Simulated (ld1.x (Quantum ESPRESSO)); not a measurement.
**Before and after: TM potential for fluorine**

```
Element                 : fluorine
Generator               : ld1.x (Quantum ESPRESSO) 7.5
Type                    : norm-conserving Troullier–Martins (Kleinman–Bylander form)
Functional              : Wu–Cohen
Relativity              : scalar-relativistic
Frozen core             : [He]
Valence charge          : 7
Reference configuration : 2s2 2p4 (charge +1)
Partial waves           : 2s (bound): rc 0.65 bohr; 2p (bound): rc 1.65 bohr; 3d channel at 0.2 Ry: rc 1.60 bohr
Local potential         : all-electron potential smoothed inside 0.55 bohr (lloc = -2)
Core correction         : Bessel-smoothed model core inside 0.55 bohr
```

All-electron outer shells of the reference configuration (Wu–Cohen, scalar-relativistic, ld1.x):

```json
{"shell": "2s", "level (eV)": "-47.24", "outermost node (bohr)": "0.24", "outermost maximum (bohr)": "0.75"}
{"shell": "2p", "level (eV)": "-28.30", "outermost node (bohr)": "–", "outermost maximum (bohr)": "0.68"}
```

Change: local potential the s channel.

Cutoffs: the cutoffs (Ry, on a coarse ladder) from which the occupation-weighted sum of valence levels, in a spherical-Bessel basis at the reference potential, stays within 10 and 1 mRy of its value at 400 Ry; they do not see the model core or the augmentation charge, which bear on the density cutoff. Errors are all-electron minus pseudo energies relative to the spin-unpolarised reference configuration.

What does the change do?

The potential gets harder (110 Ry and 260 Ry → 140 Ry and 260 Ry); the errors of the 7 common tests hardly move; neither file shows a bound ghost.

| quantity | base | changed |
| --- | --- | --- |
| cutoff, loose | 110 Ry | 140 Ry |
| cutoff, tight | 260 Ry | 260 Ry |
| bound ghosts | none | none |
| error for 2s2 2p5, meV [ΔE -19.37 eV] | +42 | +41 |
| error for 2s2 2p3, meV [ΔE 38.38 eV] | +158 | +156 |
| error for 2s2 2p2, meV [ΔE 99.01 eV] | +1009 | +999 |
| error for 2s2 2p4.5, meV [ΔE -11.84 eV] | +16 | +16 |
| error for 2s2 2p5.3, meV [ΔE -22.04 eV] | +53 | +52 |
| error for 2s1 2p5, meV [ΔE 18.97 eV] | +21 | +21 |
| error for 2s2 2p1, meV [ΔE 184.80 eV] | +3314 | +3288 |
| s: phases at 1.79 bohr within 0.05 rad from the reference energy up to (Ry; the scan ends near 5) | to the end of the scan | to the end of the scan |
| p: phases at 1.79 bohr within 0.05 rad from the reference energy up to (Ry; the scan ends near 5) | 1.2 | 1.2 |
| d: phases at 1.79 bohr within 0.05 rad from the reference energy up to (Ry; the scan ends near 5) | to the end of the scan | to the end of the scan |
